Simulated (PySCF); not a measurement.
N-methylmethanimine (C₂H₅N), SMILES N(=C)C. Atoms are numbered in the order given.

```xyz
8

C      0.1359    -1.1457     0.0000
N     -0.5377     0.1375     0.0000
C      0.1823     1.1825     0.0000
H     -0.1881    -1.7187    -0.8823
H     -0.1881    -1.7187     0.8823
H      1.2418    -1.0725     0.0000
H      1.2911     1.1603     0.0000
H     -0.3023     2.1668     0.0000
```

Geometry: PBE-D3(BJ)/def2-TZVP.

Computed with PBE-D3(BJ)/def2-TZVP (PySCF).

No scaling factor is applied to the harmonic values.

Give all harmonic wavenumbers and intensities. (An estimate is asked for; the answer gives what the named calculation found.)


| mode | ν (cm⁻¹) | IR (km/mol) | moving atoms (share of kinetic energy) |
|---|---|---|---|
| 1 | 221 | 8.1 | H 79 %, N 15 % |
| 2 | 464 | 6.2 | H 44 %, C 30 %, N 26 % |
| 3 | 678 | 1.6 | H 95 % |
| 4 | 951 | 14.1 | C 55 %, N 27 %, H 18 % |
| 5 | 1015 | 19.6 | H 73 %, C 26 % |
| 6 | 1083 | 0.1 | H 78 %, C 21 % |
| 7 | 1100 | 0.3 | H 69 %, C 21 %, N 10 % |
| 8 | 1192 | 17.5 | H 57 %, C 23 %, N 20 % |
| 9 | 1375 | 1.1 | H 84 %, C 16 % |
| 10 | 1420 | 5.6 | H 96 % |
| 11 | 1423 | 3.5 | H 93 % |
| 12 | 1454 | 21.4 | H 91 % |
| 13 | 1685 | 14.0 | C 49 %, N 43 %, H 8 % |
| 14 | 2893 | 29.8 | H 95 % |
| 15 | 2898 | 103.2 | H 95 % |
| 16 | 3003 | 21.0 | H 92 % |
| 17 | 3023 | 11.8 | H 91 %, C 9 % |
| 18 | 3057 | 28.6 | H 91 %, C 9 % |
